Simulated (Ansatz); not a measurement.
Reaction (formal exchange of groups at the Se–C bond): `O=C([SeH])O[SiH3]` + `C=NC` → `C=NC[SeH]` + `O=CO[SiH3]`

Program: Ansatz. Geometries: PBE0-D4/def2-TZVP. ΔE: electronic, gas phase. CCSD(T)/CBS adds triple-zeta CCSD(T) − MP2 to the extrapolated MP2 energy (def2 sets, frozen cores). Functionals use def2-TZVPP. B3LYP here is the variant with VWN-RPA as its local correlation; programs differ in this. For Se outer-core shells are correlated without core-valence functions, which leaves a few kJ/mol of doubt a bond. Scalar relativity is left out up to krypton. Each species was taken in one conformer, which may not be the lowest.

(1) Is it downhill or uphill in electronic energy at CCSD(T)/CBS, and by how much? (Estimate.)

(2) What do these levels give: PBE0-D4, ωB97X-V, B2PLYP, PBE, r2SCAN, PBE0, B3LYP, MP2/def2-TZVPP, CCSD(T)/def2-TZVPP, SCS-MP2/def2-QZVPP, HF/CBS(def2), CCSD/CBS(def2)? (Estimate.)

Largest T1 diagnostic among the species: 0.016.

Results:

(1) The calculation gave: Uphill: ΔE = +20.1 kJ/mol.

(2) The calculation gave: PBE0-D4 26.7, ωB97X-V 23.6, B2PLYP 24.2, PBE 30.1, r2SCAN 31.7, PBE0 26.4, B3LYP 26.6, MP2/def2-TZVPP 20.5, CCSD(T)/def2-TZVPP 20.3, SCS-MP2/def2-QZVPP 18.6, HF/CBS(def2) 15.7, CCSD/CBS(def2) 18.4 kJ/mol.

From PBE to PBE0 (25 % exact exchange), in def2-TZVPP and without D4, ΔE moves by −3.7 kJ/mol. In def2-TZVPP, CCSD(T) changes the Hartree–Fock value by +4.4 kJ/mol (the triples alone add +1.7 kJ/mol) and MP2 by +4.5 kJ/mol.
